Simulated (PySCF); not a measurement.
An unknown shows these calculated signals:

1H NMR (400 MHz, computed): δ 8.97 (d, J = 1.1 Hz, 1H), 8.06 (d, J = 8.8 Hz, 1H), 7.92 (m, 1H), 7.88 (m, 1H), 7.43 (m, 1H).

13C{1H} NMR (computed): δ 172.3 (C), 159.8 (CH), 140.6 (CH), 131.4 (CH), 127.4 (CH), 122.9 (C), 116.2 (CH).

PySCF 2.14.0 with density-fitted response routines calculation with B3LYP/pcJ-1 coupling constants (without the spin–dipole term), shieldings: GIAO HF/pcSseg-1 and structure optimised with PBE0-D3(BJ)/def2-SVP; isolated molecule, one computed conformer, no relativistic terms.

References, each an isolated molecule treated in the same way: 1H, 13C against TMS.

Which of these does the molecule contain: a non-aromatic C=C double bond, a benzene ring, an N-methyl group, a heteroaromatic ring, a C≡C triple bond?

Results:


- A non-aromatic C=C double bond: no.
- A benzene ring: yes.
- An N-methyl group: no.
- A heteroaromatic ring: yes.
- A C≡C triple bond: no.

The data belong to 1,2-benzisoxazole (SMILES c1ccc2oncc2c1); they needn't prove each group on their own.

Carbon signals by region: 1 in the far downfield region (above 160 ppm), 6 in the sp2 and nitrile region (100–160 ppm). Above 160 ppm: 172.3, ring-fusion aromatic carbon.

Splittings below 1 Hz are ignored in the labels, and close J values are merged. Unscaled 3J(H,H) at this level run about 10 % above measured values. Shifts are as computed. Against solution values, carbons near 30 ppm lie about -0 ppm off and those near 130 ppm about +7 ppm. Of 1211 compounds with measured shifts, 218 miss one by over three times the rms of a fit or turn the order of signals round; such compounds aren't used in these exercises.
